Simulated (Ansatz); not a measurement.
C₂H₆N, charge -1, singlet, at a GFN2-xTB geometry (a gas-phase anion, which may not be bound at this level). Base run: Ansatz (a quantum-chemistry and plane-wave program) with B3LYP/def2-SVP.

Here is a job for Ansatz.
Ansatz 0.2 input:
```yaml
crystal:
  periodic: [false, false, false]
  atoms:
    - {symbol: C, position_ang: [1.19119079, -0.38292669, 0.00717213]}
    - {symbol: C, position_ang: [-0.13122655, 0.52167957, 0.02064457]}
    - {symbol: N, position_ang: [-1.34791120, -0.10755068, 0.08388981]}
    - {symbol: H, position_ang: [2.09946740, 0.22915829, 0.01714482]}
    - {symbol: H, position_ang: [1.19406526, -1.03706791, 0.87919469]}
    - {symbol: H, position_ang: [1.20063277, -1.00631015, -0.88849714]}
    - {symbol: H, position_ang: [0.06822949, 1.23865150, -0.89692383]}
    - {symbol: H, position_ang: [-0.02730219, 1.17890666, 0.90869617]}
    - {symbol: H, position_ang: [-1.45949966, -0.68300083, -0.77374348]}
basis:
  gaussian:
    orbitals: def2-SVP
hamiltonian:
  xc: b3lyp
total_charge: -1
```

Variants of this job, named by their change:

| change | ΔE vs base (kcal/mol) |
|---|---|
| base | 0.000 |
| final_grid = 14, 28, 59 | 0.000 |
| final_grid = 10, 20, 41 | 0.000 |
| point_charge = charge:0.5 position_ang:-4.6285, 0.1913, -0.9554 | -43.46 |
| accuracy = high | -0.001 |
| point_charge = charge:-1.0 position_ang:2.0539, -4.4559, -1.6066 | 57.43 |
| fitting.mean_field = cc-pVTZ-JKFIT | -0.048 |
| final_grid = 4, 8, 17 | 0.063 |
| lower_state_search = off | 0.000 |
| lower_state_search = light | 0.000 |
| final_grid = 6, 12, 29 | 0.004 |

A gas-phase anion may not be bound at this level; its values then depend on the basis.
